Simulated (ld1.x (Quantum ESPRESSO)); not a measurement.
## LDA (PZ) RRKJ dataset for H (Z = 1), fully relativistic all-electron reference.

ld1.x (Quantum ESPRESSO) 7.5 input, shortened:

```
&input
   title='H', zed=1., rel=2, dft='PZ', iswitch=3,
   config='1s1', rel_dist='average'
 /
 &inputp
   pseudotype=2, tm=.false., lloc=-1, rcloc=1.00,
   nlcc=.false.
 /
1
1S  1  0   1.00   0.00  1.35  1.35  0.0
 &test
   configts(1)='1s1'
 /
```

Open shells are filled in proportion to 2j + 1 (rel_dist='average').

All-electron outer shells of the reference configuration (LDA (PZ), scalar-relativistic, ld1.x):

| shell | level (eV) | outermost node (bohr) | outermost maximum (bohr) |
| --- | --- | --- | --- |
| 1s | -6.36 | – | 1.05 |

Calculated quality:

```
Cutoffs needed : 18 Ry and 35 Ry (the cutoffs (Ry, on a coarse ladder) from which the occupation-weighted sum of valence levels, in a spherical-Bessel basis at the reference potential, stays within 10 and 1 mRy of its value at 400 Ry)
Ghost test     : no extra level below or beside the all-electron valence levels (s, p, d, f tested) (spherical-Bessel basis up to 400 Ry, 20 bohr box)
```

Generation and tests took about 0.19 s on one core of a shared server CPU.
